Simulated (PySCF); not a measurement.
**As- (arsenic, charge -1) across methods**

[Ar] 3d10 4s2 4p4, high-spin 3P determinant. All numbers are calculated (PySCF 2.14, the non-relativistic Hamiltonian (point nucleus), in def2-TZVPPD (7s5p5d1f, 54 functions)). The B2PLYP total includes its PT2 part (frozen core); its orbital energies are those of the SCF part.

| method | E (hartree) | mean ε 4s β (eV) | mean ε 4p α (eV) | mean ε 4p β (eV) | Σ⟨r²⟩ (bohr²) | ⟨S²⟩ |
| --- | --- | --- | --- | --- | --- | --- |
| LDA | -2232.535 | -5.272 | 1.796 | 2.942 | 53.55 | 2.001 |
| BLYP | -2235.868 | -4.939 | 2.173 | 3.173 | 53.67 | 2.002 |
| TPSSh | -2235.770 | -5.520 | 1.272 | 2.464 | 53.58 | 2.004 |
| PBE | -2235.482 | -4.975 | 1.840 | 2.997 | 53.69 | 2.003 |
| PBE0 | -2235.551 | -6.247 | 0.736 | 1.996 | 53.58 | 2.004 |
| B2PLYP | -2235.409 | -7.316 | -0.042 | 1.285 | 53.65 | 2.005 |
| UHF | -2234.16868 | -8.865 | -1.819 | -0.082 | 54.00 | 2.012 |
| MN15 | -2236.137 | -6.552 | 0.427 | 1.709 | 53.36 | 2.003 |

Q: Estimate the same row for r2SCAN.

A: E (hartree) = -2235.813; mean ε 4s β (eV) = -5.108; mean ε 4p α (eV) = 1.470; mean ε 4p β (eV) = 2.730; Σ⟨r²⟩ (bohr²) = 53.49; ⟨S²⟩ = 2.005.

The outer electron is barely bound at this level, so radii and moments hang on the diffuse functions.

The highest occupied level is positive at r2SCAN, LDA, BLYP, TPSSh, PBE, PBE0, B2PLYP, MN15: only the finite basis holds that electron, which in a density functional comes from self-interaction.
